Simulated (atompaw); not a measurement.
u(r) = r·R(r): atom against pseudo-atom (tungsten (W))

Columns: radius, all-electron u(r) and pseudo u(r) of the 6s shell (level -19.64 eV) of tungsten in the configuration [Kr] 4d10 4f14 5s2 5p6 5d4 6s0 6p0; LDA (PW92), scalar-relativistic, PAW (atompaw) scheme, atompaw 4.2.0.5.

```tsv
r (bohr)	all-electron	pseudo
0.108	-0.0835	0.0491
0.215	-0.0301	0.0975
0.323	0.2100	0.1460
0.431	0.1578	0.1940
0.538	-0.0413	0.2407
0.646	-0.2279	0.2869
0.754	-0.3340	0.3320
0.862	-0.3543	0.3756
0.969	-0.3078	0.4173
1.077	-0.2164	0.4575
1.185	-0.1005	0.4956
1.292	0.0235	0.5311
1.400	0.1474	0.5643
1.508	0.2630	0.5948
1.615	0.3655	0.6220
1.723	0.4548	0.6463
1.831	0.5294	0.6671
1.938	0.5888	0.6842
2.046	0.6351	0.6976
2.154	0.6686	0.7071
2.262	0.6908	0.7125
2.369	0.7028	0.7137
2.477	0.7063	0.7108
2.585	0.7023	0.7036
2.692	0.6921	0.6923
2.800	0.6768	0.6768
```

(1) How many radial nodes do the two functions have?

(2) Is the pseudo-wave norm-conserving?

Answers

(1) The all-electron 6s function has n − l − 1 = 5 (the table is too coarse to show those close to the nucleus); the pseudo-wave has 0, since the states of the same l below it are removed with the core.

(2) No, it belongs to a PAW set: the norm inside the radius is not constrained, and the difference is carried by the augmentation charge.
